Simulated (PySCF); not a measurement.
**Germanium: a sound run and one with changed settings**

Sound run: Ge⁺ [Ar] 3d10 4s2 4p1, Ge²⁺ [Ar] 3d10 4s2. Computed with PySCF 2.14 in def2-TZVP, with no relativity, point nucleus. In the sound run the correlated levels freeze [Ar] 3d10. The sound run starts from symmetry-adapted Hartree-Fock orbitals and uses a fine grid where one is needed.

A second run was set up differently.

```csv
species,method,sound run (hartree),changed run (hartree),converged
Ge⁺,UHF,-2075.04761,-2051.47666,yes
Ge⁺,B3LYP,-2076.67538,-2052.65342,yes
Ge⁺,r2SCAN,-2076.60583,-2052.72124,yes
Ge⁺,MP2,-2075.08499,-2051.49165,yes
Ge⁺,CCSD(T),-2075.09966,-2051.50273,yes
Ge²⁺,UHF,-2074.48816,-2050.96627,yes
Ge²⁺,B3LYP,-2076.09358,-2052.11456,yes
Ge²⁺,r2SCAN,-2076.01993,-2052.18062,yes
Ge²⁺,MP2,-2074.51700,-2050.98943,yes
Ge²⁺,CCSD(T),-2074.52825,-2051.00509,yes
```

Ionisation energy of Ge⁺:

```tsv
method	sound run (eV)	changed run (eV)
UHF	15.224	13.888
B3LYP	15.832	14.663
r2SCAN	15.943	14.711
MP2	15.456	13.666
SCS-MP2	15.443	13.622
CCSD	15.527	13.542
CCSD(T)	15.549	13.542
```

Problem. What was changed?
A. minimal basis
B. radial grid too coarse
C. a valence shell is frozen
D. basis contracted for another Hamiltonian

Solution. A. It used basis STO-3G. A minimal basis cannot let orbitals breathe on ionisation and holds almost no correlation.
